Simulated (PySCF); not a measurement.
Radial density of B²⁺ (boron, charge +2)

UHF, [He] 2s1, 2S determinant. All numbers are calculated (PySCF 2.14, the non-relativistic Hamiltonian (point nucleus), in aug-cc-pVTZ with one added diffuse shell each of s, p, d, f type (6s5p4d3f, 62 functions)).

```
r (bohr)  4πr²ρ (e/bohr)  4πr²(ρα − ρβ)
 0.00612         0.03158         0.0011
  0.0103         0.08606         0.0029
  0.0173          0.2263         0.0076
  0.0291          0.5701         0.0190
  0.0490           1.323         0.0437
  0.0824           2.697         0.0867
   0.139           4.405         0.1308
   0.233           5.021         0.1122
   0.392           3.172         0.0095
   0.660          0.9053         0.1145
    1.11          0.6386         0.5970
    1.87          0.5001         0.4999
    3.14         0.06025         0.0603
    5.28       0.0003518         0.0004
```
